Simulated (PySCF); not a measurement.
CH₇NO₂Si₂.
Cartesian coordinates in Å at the PBE0-D3(BJ)/def2-SVP level; atoms count from 1:
```
atom  x, y, z in Å
N1    -1.559   -0.864   -0.132
Si2   -0.579    0.085    0.888
C3    -0.998    1.866    0.279
O4    -1.743    2.020   -0.662
O5     1.056   -0.130    0.665
Si6    2.030   -0.726   -0.546
H7    -2.068   -0.383   -0.868
H8    -1.828   -1.829   -0.004
H9    -0.813   -0.116    2.343
H10   -0.524    2.767    0.761
H11    3.446   -0.518   -0.134
H12    1.786   -2.185   -0.754
H13    1.778   -0.003   -1.830
```

Theory: PBE0-D3(BJ)/def2-SVP geometry optimisation, gas phase in PySCF.

Take the most abundant isotopes and a rigid rotor. The values belong to one conformer with, in the numbering `[NH2:1][Si@H:2]([CH:3]=[O:4])[O:5][SiH3:6]`, H–N1–Si2–C3 5° and -163°, N1–Si2–C3–O4 -3°, N1–Si2–O5–Si6 20°.

Q: Give the principal moments of inertia and the rotational constants in MHz.

A: Ia = 136.73, Ib = 379.26, Ic = 414.49 u·Å²; 505379 MHz·u·Å²/I gives A = 3696, B = 1333, C = 1219 MHz.

Q: Classify the top.

A: A near-prolate asymmetric top; Ray's κ = -0.909.

Q: What does the inertial defect say?

A: Not planar: Δ = Ic − Ia − Ib = -101.50 u·Å². For a rigid frame Δ = −2 Σ m c², so Σ m c² = 50.75 u·Å² lies off the ab plane: 11.35 from hydrogen and 39.41 from heavier atoms. The atom farthest from that plane is 1.89 Å away.

Q: List the rotational levels J(Ka,Kc) to J = 4 (MHz).

A: Above 0(0,0):
J = 1: 1(0,1) 2552, 1(1,1) 4915, 1(1,0) 5029
J = 2: 2(0,2) 7651, 2(1,2) 9906, 2(1,1) 10246, 2(2,1) 17336, 2(2,0) 17340
J = 3: 3(0,3) 15291, 3(1,3) 17389, 3(1,2) 18068, 3(2,2) 24992, 3(2,1) 25012, 3(3,1) 37095, 3(3,0) 37095
J = 4: 4(0,4) 25459, 4(1,4) 27362, 4(1,3) 28494, 4(2,3) 35196, 4(2,2) 35255, 4(3,2) 47310, 4(3,1) 47311, 4(4,1) 64245, 4(4,0) 64245

Q: Predict some low-J microwave lines.

A: The dipole components are |μa| = 0.48 D, |μb| = 1.39 D, |μc| = 0.13 D. The squared components, which scale the intensities, stand as 0.12 : 1.00 : 0.01 (a : b : c). Some of the stronger lines:

```tsv
type	branch	J(Ka,Kc)	MHz	lower level (cm⁻¹)
b	R	5(2,3) ← 4(3,2)	773	1.578
b	Q	1(1,0) ← 1(0,1)	2477	0.085
a	R	1(0,1) ← 0(0,0)	2552	0.000
b	Q	2(1,1) ← 2(0,2)	2594	0.255
b	Q	3(1,2) ← 3(0,3)	2777	0.510
b	Q	5(1,4) ← 5(0,5)	3378	1.272
a	R	2(0,2) ← 1(0,1)	5100	0.085
a	R	2(1,1) ← 1(1,0)	5217	0.168
b	Q	5(2,3) ← 5(1,4)	6566	1.385
b	Q	4(2,2) ← 4(1,3)	6761	0.950
b	R	2(1,2) ← 1(0,1)	7354	0.085
b	Q	2(2,1) ← 2(1,2)	7431	0.330
a	R	3(1,3) ← 2(1,2)	7483	0.330
b	Q	5(2,4) ← 5(1,5)	8125	1.328
a	R	4(2,3) ← 3(2,2)	10204	0.834
b	Q	3(3,1) ← 3(2,2)	12104	0.834
a	R	5(4,1) ← 4(4,0)	12768	2.143
a	R	5(3,3) ← 4(3,2)	12772	1.578
a	R	5(3,2) ← 4(3,1)	12774	1.578
a	R	5(2,3) ← 4(2,2)	12828	1.176
b	R	3(2,2) ← 2(1,1)	14746	0.342
b	Q	5(4,1) ← 5(3,2)	16928	2.004
b	R	4(2,3) ← 3(1,2)	17128	0.603
b	R	4(2,2) ← 3(1,3)	17866	0.580
b	R	3(3,1) ← 2(2,0)	19755	0.578
b	R	3(3,0) ← 2(2,1)	19759	0.578
b	Q	5(5,1) ← 5(4,2)	21774	2.569
b	R	5(3,2) ← 4(2,3)	24889	1.174
```

Q: Estimate the classical rotational partition function at 50 K, 100 K and 500 K.

A: Point group C1, symmetry number σ = 1; q = (√π/σ)·√((kT/h)³/(ABC)), k/h = 20836.6 MHz/K: 24300 at 50 K, 68800 at 100 K, 769000 at 500 K.

Whether it is a minimum is left open (no frequencies). No vibrational averaging or centrifugal distortion is included, and the geometry carries the error of its method. A rigid rotor knows nothing of internal rotation, which can split or shift real lines. Quadrupole hyperfine structure (14N) is left out.

Hardware: one thread, Arm Neoverse V1 (aarch64) (shared host). Cost: 2.4 min of wall time, 0.53 GiB resident at most. These figures are those of the optimisation.
